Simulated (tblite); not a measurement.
C₆H₁₃P.
Cartesian coordinates in Å at the GFN2-xTB level; atoms count from 1:
```xyz
20
C6H13P angstrom
C      2.7321   -0.5688   -0.4270
C      1.5826    0.4159   -0.5923
P      0.4777    0.4305    0.9148
C     -0.8914    1.5021    0.2244
C     -1.8398    0.5948   -0.5523
C     -1.9430   -0.6926    0.2559
C     -0.5142   -1.1268    0.5745
H      3.3802   -0.5533   -1.3019
H      2.3593   -1.5830   -0.2945
H      3.3259   -0.3127    0.4481
H      0.9975    0.1819   -1.4861
H      1.9807    1.4288   -0.7006
H     -0.4779    2.3087   -0.3825
H     -1.4152    1.9545    1.0708
H     -1.4295    0.3742   -1.5399
H     -2.8154    1.0649   -0.6881
H     -2.4841   -0.4917    1.1831
H     -2.4788   -1.4712   -0.2897
H     -0.4815   -1.7883    1.4416
H     -0.0703   -1.6570   -0.2711
```

Computed with GFN2-xTB (tblite): harmonic, unscaled wavenumbers at the GFN2-xTB geometry, gas phase. Against measured fundamentals such values can be off by several per cent, at times by over 20. One conformer, not necessarily the lowest.

Harmonic wavenumbers (cm⁻¹): 88.3, 98.3, 161.4, 197.6, 261.0, 286.0, 326.9, 458.3, 508.2, 660.1, 690.2, 701.0, 761.8, 786.3, 843.1, 894.8, 943.6, 974.1, 997.3, 1014.1, 1018.6, 1052.2, 1077.3, 1098.4, 1122.0, 1186.3, 1206.8, 1224.8, 1251.1, 1253.0, 1260.4, 1310.7, 1328.5, 1412.1, 1444.9, 1451.7, 1461.2, 1485.9, 1497.5, 1498.7, 1502.5, 2932.3, 2946.7, 2950.1, 2951.3, 2965.0, 2975.1, 2977.8, 2978.5, 2986.0, 2986.8, 3013.4, 3020.7, 3032.1.

A = 3769, B = 1509, C = 1361 MHz; mass 116.075 u (most abundant isotopes); point group C1, symmetry number 1.

**Question.** What is the zero-point energy?

**Answer.** ½Σν̃ = 38756 cm⁻¹ = 110.81 kcal/mol.

**Question.** What is S at 350 K and 1 bar for an ideal gas of classical rigid rotors and harmonic oscillators?

**Answer.** Translation 40.99, rotation 28.60, vibration 25.13: S = 94.7 cal/(mol K).

**Question.** And Cp and H(350 K) − H(0)?

**Answer.** Cp = 39.07 cal/(mol K), of which vibrations give 31.12 (their classical limit is 54 R = 107.3); H(350 K) − H(0) = 7.74 kcal/mol without the zero-point energy, 4.96 from vibrations.

**Question.** Blend soft modes into free rotors: weight 1/[1 + (100 cm⁻¹/ν̃)⁴] for the oscillator and the rest for a rotor with moment μB/(μ + B), μ = h/(8π²ν), B = 10⁻⁴⁴ kg m². What vibrational entropy results?

**Answer.** 24.15 cal/(mol K) in place of 25.13, which changes −T·S at 350 K by +0.34 kcal/mol.

**Question.** How do the functions run with temperature in this model?

**Answer.** 
```
 T (K)  S (cal/(mol K))  Cp (cal/(mol K))  H − H(0) (kcal/mol)  G − H(0) (kcal/mol)  ln q(vib)
   150             71.5              19.6                 1.99                -8.74       1.68
   250             83.5              28.4                 4.37               -16.50       3.54
298.15             88.9              33.5                 5.86               -20.65       4.48
   400            100.3              44.3                 9.83               -30.28       6.55
   600            121.8              61.8                20.54               -52.51      10.87
   900            150.3              78.9                41.86               -93.44      17.45
```

q(vib) and H(0) count from the zero-point level.

Hindered rotation and anharmonicity are outside this model. Other conformers, if any are populated, would add a mixing term that is left out. The structure is chiral; the term R ln 2 for an equal mix with its mirror image is left out.

Hardware: an Arm Neoverse V1 with one thread, no GPU, on a shared host. Cost: 0.69 s wall. This covers the Hessian and the dipole derivatives.
